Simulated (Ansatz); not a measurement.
Reaction (redistribution): `[Cl][GeH]([Cl])[Cl]` + `[SH][Ge][SH]` → `[SH][GeH]([Cl])[Cl]` + `[SH][Ge][Cl]`

Computed with Ansatz on PBE0-D4/def2-TZVP structures; ΔE is electronic, products minus reactants. CCSD(T)/CBS adds triple-zeta CCSD(T) − MP2 to the extrapolated MP2 energy (def2 sets, frozen cores). Functionals use def2-TZVPP. B3LYP here is the variant with VWN-RPA as its local correlation; programs differ in this. For Ge outer-core shells are correlated without core-valence functions, which leaves a few kJ/mol of doubt a bond. Scalar relativity is left out up to krypton. One conformer a species, not always the lowest.

`[Cl][GeH]([Cl])[Cl]`:

```xyz
5

Cl    2.063   -0.047    0.268
Ge   -0.032    0.130   -0.045
Cl   -0.623   -1.323   -1.481
Cl   -1.025   -0.292    1.787
H    -0.382    1.532   -0.530
```

`[SH][Ge][SH]`:

```xyz
5

S    -0.162    1.319    1.532
Ge   -1.258    0.191   -0.065
S     0.521   -0.868   -0.912
H     1.086    0.877    1.296
H    -0.187   -1.519   -1.851
```

`[SH][GeH]([Cl])[Cl]`:

Z-matrix (Å, degrees):
```
Ge
Cl 1 2.133
Cl 1 2.142 2 108.7
S 1 2.198 2 105.5 3 -118.9
H 1 1.530 2 109.4 3 116.7
H 4 1.345 1 92.7 2 177.5
```

`[SH][Ge][Cl]`:

Cartesian coordinates in Å:
```
S 0.110 -0.450 -1.389
Ge -0.463 1.296 -0.109
Cl -0.084 0.423 1.872
H 0.436 -1.269 -0.374
```

**Question.** Is it downhill or uphill in electronic energy at CCSD(T)/CBS, and by how much? (Estimate.)

**Answer.** Ansatz gave: Nearly level: ΔE = +1.2 kJ/mol.

**Question.** What do these levels give: r2SCAN-D4, ωB97X-V, PBE, r2SCAN, B3LYP, MP2/def2-TZVPP, SCS-MP2/def2-TZVPP, CCSD(T)/def2-TZVPP, MP2/def2-QZVPP, SCS-MP2/def2-QZVPP, HF/CBS(def2), CCSD/CBS(def2)? (Best estimate.)

**Answer.** Computed: r2SCAN-D4 2.6, ωB97X-V -0.2, PBE -0.1, r2SCAN 2.7, B3LYP -1.6, MP2/def2-TZVPP 3.5, SCS-MP2/def2-TZVPP 2.5, CCSD(T)/def2-TZVPP 2.8, MP2/def2-QZVPP 2.6, SCS-MP2/def2-QZVPP 1.7, HF/CBS(def2) 1.1, CCSD/CBS(def2) 0.7 kJ/mol.

Largest T1 diagnostic among the species: 0.014.
